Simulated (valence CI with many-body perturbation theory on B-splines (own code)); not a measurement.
## V XIX: electric-dipole lines

Method: relativistic CI+MBPT: three valence electrons over a frozen Dirac-Fock core [He], radial functions for each j: 11 s, 11 p, 10 d, 8 f, 5 g, 2 h, with the one-electron correlation potential Σ1, the two-electron term Σ2, the three-electron term Σ3, Breit, model QED; selected CI, second order for the rest, scaled by the run's own slope (own B-spline code, finite nucleus).

No measured levels were compared; by estimate levels of excited configurations hold to 0.05 to 0.15 % of their energy, terms of the ground configuration to about 0.5 %.

Lines 151 to 200 of 587 in falling wavelength, among levels below 1126.0 eV, chosen from the strongest by gf and those to the six lowest levels. Wavelengths and rates use the calculated energies, so an error of 600 cm⁻¹ moves a line at 15.82 nm by 0.095 % and its rate by three times that or more. Electric multipoles are in the length gauge, E1 and E2 with the static RPA response of the core. Weak lines are less certain than strong ones. Lines between different terms over intervals too small for the method are left out, as are lines whose strength nearly cancels. Where a level lies close to another of its J and parity, the split of strength between their lines is uncertain. The highest levels of a list are the least certain.

Names give the largest LS component (configuration and term), which can be under half, so a name can repeat, a term be missing and a line seem to break the LS rules; names also repeat where a configuration has a term twice. Letters in brackets count levels of one name in rising energy.

```csv
λ vac (nm),Upper,Lower,A (s⁻¹),log gf,Branch %
15.82,2s2p4p ²P_3/2 [b],2s²4p ²P°_3/2,1.54e+10,-0.63,1.3
15.80,2s2p4s ²P°_3/2 [b],2s²4s ²S_1/2,1.56e+10,-0.63,1.8
15.77,2s2p3p ²D_5/2 [b],2s²3p ²P°_3/2,1.17e+10,-0.58,2.1
15.76,2s2p4f ²D_5/2 [b],2s²4f ²F°_7/2,1.49e+10,-0.48,0.8
15.76,2s2p4f ²D_3/2 [b],2s²4f ²F°_5/2,1.57e+10,-0.63,0.8
15.73,2s2p3d ²D°_3/2 [b],2s²3d ²D_3/2,1.49e+10,-0.65,0.1
15.72,2p³ ⁴S°_3/2,2s2p² ⁴P_5/2,1.57e+10,-0.63,45.0
15.69,2s2p4p ²S_1/2 [b],2s²4p ²P°_3/2,2.07e+10,-0.82,2.0
15.68,2s2p3d ²D°_5/2 [b],2s²3d ²D_5/2,1.60e+10,-0.45,0.1
15.65,2s2p4d ²P°_3/2 [b],2s²4d ²D_5/2,1.85e+10,-0.57,0.4
15.65,2s2p4d ²P°_1/2 [b],2s²4d ²D_3/2,2.06e+10,-0.82,0.5
15.62,2s2p3p ²P_3/2 [b],2s²3p ²P°_3/2,1.54e+10,-0.65,1.0
15.56,2s2p3p ²D_3/2 [b],2s²3p ²P°_1/2,1.28e+10,-0.73,1.3
15.52,2s2p3s ²P°_3/2 [b],2s²3s ²S_1/2,1.03e+10,-0.83,0.2
15.13,2s2p3d ²P°_3/2 [b],2s²3d ²D_5/2,1.86e+10,-0.59,0.2
14.94,2p³ ⁴S°_3/2,2s2p² ⁴P_3/2,1.20e+10,-0.79,34.4
14.38,2p³ ²P°_1/2,2s2p² ²D_3/2,2.00e+10,-0.91,61.6
14.31,2p³ ⁴S°_3/2,2s2p² ⁴P_1/2,7.14e+09,-1.06,20.4
14.04,2p³ ²P°_3/2,2s2p² ²D_5/2,1.12e+10,-0.88,35.4
13.95,2s2p² ²P_1/2,2s²2p ²P°_1/2,2.82e+10,-0.78,99.8
13.88,2s2p² ²S_1/2,2s²2p ²P°_3/2,2.61e+10,-0.82,89.0
13.87,2p³ ²P°_3/2,2s2p² ²D_3/2,3.48e+09,-1.40,11.0
13.62,2s2p² ²P_3/2,2s²2p ²P°_3/2,3.34e+10,-0.43,86.3
12.46,2s2p² ²P_3/2,2s²2p ²P°_1/2,5.32e+09,-1.31,13.7
5.638,2s2p4f ²G_9/2 [b],2p²3p ²F°_7/2,5.22e+10,-0.60,2.8
5.605,2s2p4f ²G_7/2 [b],2p²3p ²F°_5/2,4.54e+10,-0.77,2.5
5.368,2s2p4p ²D_5/2 [a],2s2p3d ²F°_7/2 [a],5.11e+10,-0.88,2.3
5.358,2s2p4f ⁴G_5/2,2s2p3d ²P°_3/2 [a],5.21e+10,-0.87,2.7
5.325,2s2p4f ⁴F_9/2 [a],2s2p3d ²F°_7/2 [a],9.83e+10,-0.38,5.2
5.289,2s2p4f ²D_5/2 [a],2s2p3d ²P°_3/2 [a],2.85e+11,-0.14,15.2
5.268,2s2p4f ⁴F_7/2 [a],2s2p3d ²F°_5/2 [a],1.46e+11,-0.31,7.8
5.220,2s2p4f ⁴G_7/2,2s2p3d ²F°_5/2 [a],9.88e+10,-0.49,5.2
5.210,2s2p4f ⁴D_3/2,2s2p3d ²P°_1/2 [a],9.81e+10,-0.80,5.2
5.205,2s2p4f ²G_7/2 [a],2s2p3d ²F°_5/2 [a],4.04e+11,0.12,22.1
5.193,2s2p4f ²D_3/2 [a],2s2p3d ²P°_1/2 [a],1.09e+12,0.25,59.3
5.177,2s2p4f ²F_7/2 [a],2s2p3d ²F°_7/2 [a],1.99e+11,-0.19,10.6
5.176,2s2p4p ²D_5/2 [b],2s2p3d ²F°_7/2 [b],5.66e+10,-0.87,5.2
5.167,2s2p4f ²G_9/2 [a],2s2p3d ²F°_7/2 [a],1.58e+12,0.80,89.7
5.159,2s2p4f ⁴F_5/2 [b],2s2p3d ²P°_3/2 [a],2.20e+11,-0.28,11.6
5.145,2s2p4f ⁴D_5/2,2s2p3d ²P°_3/2 [a],8.26e+11,0.29,44.1
5.133,2s2p4f ²D_3/2 [a],2s2p3d ²P°_3/2 [a],3.40e+11,-0.27,18.4
5.118,2s2p4p ⁴D_7/2,2s2p3d ⁴F°_9/2,4.75e+10,-0.83,10.3
5.108,2s2p4f ²G_7/2 [a],2s2p3d ⁴P°_5/2 [b],1.79e+11,-0.25,9.8
5.093,2s2p4f ⁴G_5/2,2s2p3d ²D°_3/2 [a],2.11e+11,-0.31,11.2
5.093,2s2p4f ⁴F_9/2 [a],2s2p3d ⁴D°_7/2,2.38e+11,-0.03,12.7
5.087,2s2p4s ²P°_3/2 [a],2s2p3p ²D_5/2 [a],1.55e+11,-0.62,15.0
5.085,2s2p4f ⁴F_7/2 [b],2s2p3d ²F°_5/2 [a],1.29e+11,-0.40,6.8
5.077,2s2p4f ²F_7/2 [a],2s2p3d ²F°_5/2 [a],7.93e+11,0.39,42.4
5.070,2s2p4f ⁴G_7/2,2s2p3d ²D°_5/2 [a],3.38e+11,0.02,17.9
5.070,2s2p4f ²D_3/2 [b],2p²3p ⁴D°_1/2,2.72e+11,-0.38,14.3
```

How does gf follow from A for the line at 15.77 nm?

gf = 1.4992 × (2J+1)_upper × A / σ², with σ = 633996 cm⁻¹ and 2J+1 = 6: gf = 0.262.
